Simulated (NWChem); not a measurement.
Species: GeF2, singlet; SMILES [Ge]([F])[F]

```xyz
3

Ge     0.0000     0.0000     0.4160
F     -1.3105     0.0000    -0.7395
F      1.3105     0.0000    -0.7395
```
Atoms are numbered in this order, from 1.

Computed with NWChem. Low-valent species are run as closed-shell singlets; no triplet was tried in these runs. Structure relaxed at the PBE0/def2-SVP level. B3LYP is NWChem's, with the RPA form of VWN correlation. Ions are spin-unrestricted doublets at the neutral geometry; other ion states weren't tried.

Predict the results for B3LYP/def2-QZVP. Quantities: vertical ionisation energy, ΔSCF (eV); −ε(HOMO) (eV).


| Property | Value |
|---|---|
| vertical ionisation energy, ΔSCF (eV) | 11.77 |
| −ε(HOMO) (eV) | 8.87 |
